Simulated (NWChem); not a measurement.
Program: NWChem. System: iodine monochloride (ClI), charge 0, spin multiplicity 1, at a geometry optimised with B3LYP/def2-SVP with def2 effective core potentials on I. Level: constrained PBE/def2-SVP with def2 effective core potentials on I.

The NWChem input:

```
start mol
memory heap 200 mb stack 900 mb global 1100 mb
geometry units angstroms nocenter noautoz noautosym
  Cl     0.000000     0.000000     1.807518
  I      0.000000     0.000000    -0.579770
end
basis spherical
  * library def2-svp
end
ecp
  I library def2-ecp
end
dft
  xc xpbe96 cpbe96
  semidirect memsize 60000000 filesize 0
  iterations 100
  convergence nolevelshifting
  cdft 1 1 charge -0.6 pop becke
end
task dft energy
```

NWChem printed:

```
             Northwest Computational Chemistry Package (NWChem) 7.3.0
             --------------------------------------------------------

                                NWChem Input Module
                                -------------------

 Scaling coordinates for geometry "geometry" by  1.889725989
 (inverse scale =  0.529177249)

                             Geometry "geometry" -> ""
                             -------------------------

 Output coordinates in angstroms (scale by  1.889725989 to convert to a.u.)

  No.       Tag          Charge          X              Y              Z
 ---- ---------------- ---------- -------------- -------------- --------------
    1 Cl                  17.0000     0.00000000     0.00000000     1.80751800
    2 I                   53.0000     0.00000000     0.00000000    -0.57977000

 Effective nuclear repulsion energy (a.u.)     199.7198081458

            Nuclear Dipole moment (a.u.)
            ----------------------------
        X                 Y               Z
 ---------------- ---------------- ----------------
     0.0000000000     0.0000000000    -0.0000075589


 Summary of "ao basis" -> "" (spherical)
 ------------------------------------------------------------------------------
       Tag                 Description            Shells   Functions and Types
 ---------------- ------------------------------  ------  ---------------------
 *                          def2-svp                  on all atoms

 Summary of "ao basis" -> "ao basis" (spherical)
 ------------------------------------------------------------------------------
       Tag                 Description            Shells   Functions and Types
 ---------------- ------------------------------  ------  ---------------------
 Cl                         def2-svp                 8       18   4s3p1d
 I                          def2-svp                10       26   4s4p2d

 Summary of "ao basis" -> "ao basis" (spherical)
 ------------------------------------------------------------------------------
       Tag                 Description            Shells   Functions and Types
 ---------------- ------------------------------  ------  ---------------------
 Cl                         def2-svp                 8       18   4s3p1d
 I                          def2-svp                10       26   4s4p2d

            General Information
            -------------------
          SCF calculation type: DFT
          Wavefunction type:  closed shell.
          No. of atoms     :     2
          No. of electrons :    42
           Alpha electrons :    21
            Beta electrons :    21
          Charge           :     0
          Spin multiplicity:     1
          Use of symmetry is: off; symmetry adaption is: off
          Maximum number of iterations: 100
          AO basis - number of functions:    44
                     number of shells:    18
          Convergence on energy requested:  1.00D-06
          Convergence on density requested:  1.00D-05
          Convergence on gradient requested:  5.00D-04

              XC Information
              --------------
          PerdewBurkeErnzerhof Exchange Functional  1.000
            Perdew 1991 LDA Correlation Functional  1.000 local
           PerdewBurkeErnz. Correlation Functional  1.000 non-local

             Grid Information
             ----------------
          Grid used for XC integration:  medium
          Radial quadrature: Mura-Knowles
          Angular quadrature: Lebedev.
[...]
      1        0.0000319518

         Total DFT energy =     -757.516908186321
      One electron energy =    -1340.485918557735
           Coulomb energy =      539.030740859965
    Exchange-Corr. energy =      -50.269187161089
 Nuclear repulsion energy =       94.207456672539

 Numeric. integr. density =       42.000000480940

     Total iterative time =      0.8s

                       DFT Final Molecular Orbital Analysis
                       ------------------------------------

 Vector   19  Occ=2.000000D+00  E=-4.517277D-01
              MO Center= -2.0D-10,  2.4D-10,  1.7D+00, r^2= 1.4D+00
   Bfn.  Coefficient  Atom+Function         Bfn.  Coefficient  Atom+Function
  ----- ------------  ---------------      ----- ------------  ---------------
    11      0.562071  1 Cl px                 8      0.394110  1 Cl px
    12     -0.308155  1 Cl py                 5      0.234048  1 Cl px
     9     -0.216071  1 Cl py                 6     -0.128316  1 Cl py
    29      0.107276  2 I  px                32      0.092400  2 I  px
    30     -0.058814  2 I  py                33     -0.050658  2 I  py

 Vector   20  Occ=2.000000D+00  E=-3.004464D-01
              MO Center= -8.6D-10, -1.5D-09, -4.4D-01, r^2= 2.2D+00
   Bfn.  Coefficient  Atom+Function         Bfn.  Coefficient  Atom+Function
  ----- ------------  ---------------      ----- ------------  ---------------
    30      0.456595  2 I  py                29      0.440866  2 I  px
    33      0.373910  2 I  py                32      0.361029  2 I  px
    27     -0.180766  2 I  py                26     -0.174538  2 I  px
    12     -0.145700  1 Cl py                24     -0.145882  2 I  py
    11     -0.140681  1 Cl px                23     -0.140857  2 I  px

 Vector   21  Occ=2.000000D+00  E=-3.004464D-01
              MO Center=  6.6D-11,  3.5D-10, -4.4D-01, r^2= 2.2D+00
   Bfn.  Coefficient  Atom+Function         Bfn.  Coefficient  Atom+Function
  ----- ------------  ---------------      ----- ------------  ---------------
    29      0.456595  2 I  px                30     -0.440866  2 I  py
    32      0.373910  2 I  px                33     -0.361029  2 I  py
    26     -0.180766  2 I  px                27      0.174538  2 I  py
    11     -0.145700  1 Cl px                23     -0.145882  2 I  px
    12      0.140681  1 Cl py                24      0.140857  2 I  py

 Vector   22  Occ=0.000000D+00  E=-2.524820D-01
              MO Center=  4.6D-10,  3.4D-10, -4.3D-02, r^2= 3.1D+00
   Bfn.  Coefficient  Atom+Function         Bfn.  Coefficient  Atom+Function
  ----- ------------  ---------------      ----- ------------  ---------------
    31      0.613926  2 I  pz                34      0.581667  2 I  pz
    13      0.494788  1 Cl pz                10      0.287491  1 Cl pz
    28     -0.234516  2 I  pz                 3     -0.209894  1 Cl s
    21      0.189765  2 I  s                 25     -0.188837  2 I  pz
     4     -0.164526  1 Cl s                  7      0.163303  1 Cl pz

 Vector   23  Occ=0.000000D+00  E= 1.517949D-01
              MO Center=  1.6D-08,  7.4D-09, -7.9D-02, r^2= 3.3D+00
   Bfn.  Coefficient  Atom+Function         Bfn.  Coefficient  Atom+Function
  ----- ------------  ---------------      ----- ------------  ---------------
    21      2.091876  2 I  s                 22     -1.919709  2 I  s
     3      0.541539  1 Cl s                 20     -0.371116  2 I  s
    34     -0.328353  2 I  pz                42      0.308146  2 I  d  0
    19     -0.292217  2 I  s                 31      0.241527  2 I  pz
     4     -0.230730  1 Cl s                  2     -0.168205  1 Cl s

 Vector   24  Occ=0.000000D+00  E= 2.143415D-01
              MO Center=  5.2D-10,  2.5D-10, -8.9D-01, r^2= 3.5D+00
   Bfn.  Coefficient  Atom+Function         Bfn.  Coefficient  Atom+Function
  ----- ------------  ---------------      ----- ------------  ---------------
    34     -1.056635  2 I  pz                31      1.039332  2 I  pz
    21     -0.814765  2 I  s                 22      0.643429  2 I  s
    42      0.459664  2 I  d  0               4      0.321672  1 Cl s
    16      0.282117  1 Cl d  0              28     -0.209117  2 I  pz
     3     -0.205734  1 Cl s                 37     -0.194176  2 I  d  0

     ---------------------------------------------
      Total Density - Mulliken Population Analysis
     ---------------------------------------------

    Atom       Charge   Shell Charges
 -----------   ------   -------------------------------------------------------
    1 Cl  17    17.50   2.00  1.98  1.25  0.75  5.93  2.15  3.41  0.02
    2 I   25    24.50   1.83  0.23  1.43  0.49  2.95  3.10  2.39  2.04  9.80  0.25

     -------------------------------------------
      Total Density - Lowdin Population Analysis
     -------------------------------------------

    Atom       Charge   Shell Charges
 -----------   ------   -------------------------------------------------------
    1 Cl  17    17.38   2.00  1.96  1.08  0.88  5.82  2.30  3.31  0.02
    2 I   25    24.62   1.25  0.74  1.14  0.83  2.77  3.16  2.33  2.33  9.48  0.59

 center of mass
 --------------
 x =   0.00000000 y =   0.00000000 z =  -0.12101936

 moments of inertia (a.u.)
 ------------------
         557.939730452018           0.000000000000           0.000000000000
           0.000000000000         557.939730452018           0.000000000000
           0.000000000000           0.000000000000           0.000000000000

     Multipole analysis of the density
     ---------------------------------

     L   x y z        total         alpha         beta         nuclear
     -   - - -        -----         -----         ----         -------
     0   0 0 0     -0.000000    -21.000000    -21.000000     42.000000

     1   1 0 0     -0.000000     -0.000000     -0.000000      0.000000
     1   0 1 0      0.000000      0.000000      0.000000      0.000000
     1   0 0 1     -1.889565    -16.283269    -16.283269     30.676973

     2   2 0 0    -29.283557    -14.641779    -14.641779      0.000000
     2   1 1 0      0.000000      0.000000      0.000000      0.000000
     2   1 0 1     -0.000000     -0.000000     -0.000000      0.000000
     2   0 2 0    -29.283557    -14.641779    -14.641779      0.000000
     2   0 1 1      0.000000      0.000000      0.000000      0.000000
     2   0 0 2    -29.266012   -128.807777   -128.807777    228.349543

 Task  times  cpu:        1.0s     wall:        1.0s

 Total times  cpu:        1.1s     wall:        1.1s
```
